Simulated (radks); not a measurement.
The numbers below are computed, except where a source is named.
Spin polarisation of the 4d5 shell in Mo. Start: [Kr] 4d(up 2.5, down 2.5) 5s(up 0.5, down 0.5); electrons of 4d are moved from spin down to spin up, other shells keep equal spins. Level of theory: scalar-relativistic Kohn-Sham, SCAN, spin-polarised, spherical densities, finite nucleus; meta-GGA in the generalised Kohn-Sham scheme; Fermi nuclear charge, rms radius of each element as measured or else 0.836 A^(1/3) + 0.57 fm (a radial shooting solver on a logarithmic mesh with Libxc functionals).

moment (Bohr magnetons) = 0: E - E(0) (eV) 0.000; e(4d up) (eV) -3.733; e(4d down) (eV) -3.733; 5s down minus up (eV) 0.000
moment (Bohr magnetons) = 1: E - E(0) (eV) -0.202; e(4d up) (eV) -4.101; e(4d down) (eV) -3.317; 5s down minus up (eV) 0.378
moment (Bohr magnetons) = 2: E - E(0) (eV) -0.799; e(4d up) (eV) -4.418; e(4d down) (eV) -2.850; 5s down minus up (eV) 0.744
moment (Bohr magnetons) = 3: E - E(0) (eV) -1.778; e(4d up) (eV) -4.677; e(4d down) (eV) -2.315; 5s down minus up (eV) 1.084
moment (Bohr magnetons) = 4: E - E(0) (eV) -3.151; e(4d up) (eV) -4.873; e(4d down) (eV) -1.729; 5s down minus up (eV) 1.514

At moment 4 the spin-polarisation energy is -3.151 eV and the 4d exchange splitting 3.144 eV, that is 0.786 eV per Bohr magneton; E = -I m^2/4 would give I = 0.788 eV.
